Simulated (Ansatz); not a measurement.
Reaction (redistribution): `F[SiH2]O[SiH](Cl)Cl` + `FC(F)(F)O[SiH3]` → `FC(F)(F)O[SiH](Cl)Cl` + `F[SiH2]O[SiH3]`

Computed with Ansatz on PBE0-D4/def2-TZVP structures; ΔE is electronic, products minus reactants. CCSD(T)/CBS is the MP2 limit (def2-TZVPP, def2-QZVPP) plus CCSD(T) − MP2 in def2-TZVPP, frozen cores. DFT in def2-TZVPP. One conformer a species, not always the lowest.

```tsv
level	ΔE (kJ/mol)
r2SCAN-D4	12.9
PBE0-D4	13.5
r2SCAN	13.1
PBE0	13.6
```

(1) What does CCSD(T)/CBS give? (Best estimate.)

Largest T1 diagnostic among the species: 0.012.

Results:

(1) The calculation gave: +13.7 kJ/mol. The listed levels differ from it by -0.8, -0.2, -0.6, -0.1 kJ/mol.

CCSD(T)/CBS has its own doubt, a few kJ/mol and more with outer-core shells, so smaller differences from it don't rank the levels.
